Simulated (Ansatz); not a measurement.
Mulliken charges of CClF$_{2}$NSn (`N#[C][Sn]([F])([F])[Cl]`) from r2SCAN/def2-TZVPP in Ansatz (PBE0-D4/def2-TZVP geometry).

| atom | x (Å) | y (Å) | z (Å) | charge (e) |
| --- | --- | --- | --- | --- |
| N1 | 1.602 | -1.781 | 1.254 | -0.030 |
| C2 | 0.923 | -1.038 | 0.696 | -0.314 |
| Sn3 | -0.302 | 0.322 | -0.281 | 1.468 |
| F4 | -1.714 | -0.617 | -1.102 | -0.424 |
| F5 | 0.676 | 1.116 | -1.682 | -0.424 |
| Cl6 | -1.144 | 1.935 | 1.069 | -0.276 |

**Question.** By hand: the dipole of these point charges (1 e Å = 4.8032 D).

**Answer.** Σ q r = (-0.025, 0.106, 0.217) e Å, of length 0.243 e Å = 1.17 D.

**Question.** How does the dipole of the full density compare? (Estimate.)

**Answer.** The calculation gave: (-0.176, 0.280, 0.118) e Å, 1.69 D; the point charges give 0.69 times that, at 46° from its direction.

Point charges leave out the atoms' own dipoles, such as those of lone pairs, and Mulliken's split depends on the basis, so the two needn't agree.
